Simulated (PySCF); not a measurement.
C₈H₁₂Si, SMILES CC[SiH2]c1ccccc1, GFN2-xTB optimised geometry.

```
21

C     -2.53    -1.32    -2.63
C     -1.77    -2.41    -1.88
Si    -1.45    -1.95    -0.05
C     -0.47    -0.34     0.00
C      0.92    -0.34     0.00
C      1.64     0.84     0.00
C      0.98     2.06     0.00
C     -0.41     2.08     0.00
C     -1.12     0.89     0.00
H     -3.50    -1.15    -2.18
H     -2.69    -1.61    -3.67
H     -1.98    -0.38    -2.62
H     -2.33    -3.34    -1.93
H     -0.82    -2.59    -2.39
H     -0.67    -3.02     0.58
H     -2.72    -1.77     0.65
H      1.45    -1.28     0.00
H      2.72     0.82     0.00
H      1.53     2.98    -0.01
H     -0.93     3.02     0.00
H     -2.20     0.92     0.00
```

Density from PBE/def2-SVP (PySCF 2.14.0) at that geometry.

Minimum of the electron density along straight lines between bonded atoms, close to the bond critical point (lines longer than 1.1 times the sum of covalent radii, or with two minima, are not listed):

```
bond     length / Å  ρ at the minimum / e bohr⁻³  ∇²ρ there / e bohr⁻⁵  position (fraction from the first atom)
-------  ----------  ---------------------------  --------------------  ---------------------------------------
C1–C2         1.525                          ___                 -0.50                                     0.50
C2–Si3        1.908                        0.110                  0.28                                     0.62
Si3–C4        1.889                        0.112                  0.32                                     0.38
C4–C5         1.392                        0.303                 -0.73                                     0.50
C5–C6         1.383                        0.310                 -0.77                                     0.50
C6–C7         1.385                        0.309                 -0.77                                     0.50
C7–C8         1.385                        0.309                 -0.77                                     0.50
C4–C9         1.392                        0.303                 -0.73                                     0.50
C8–C9         1.383                        0.310                 -0.77                                     0.50
C1–H10        1.088                        0.274                 -0.99                                     0.63
C1–H11        1.089                        0.273                 -0.98                                     0.63
C1–H12        1.088                        0.275                 -0.99                                     0.63
C2–H13        1.091                        0.269                 -0.94                                     0.62
Si3–H15       1.468                        0.115                  0.31                                     0.49
Si3–H16       1.469                        0.115                  0.31                                     0.49
C5–H17        1.081                        0.281                 -1.05                                     0.63
C6–H18        1.081                        0.280                 -1.04                                     0.63
C7–H19        1.081                        0.281                 -1.05                                     0.63
C8–H20        1.081                        0.280                 -1.04                                     0.63
C9–H21        1.081                        0.281                 -1.05                                     0.63
```

### Question
Complete the blanks.

### Answer

- C1–C2, ρ at the minimum / e bohr⁻³: 0.237
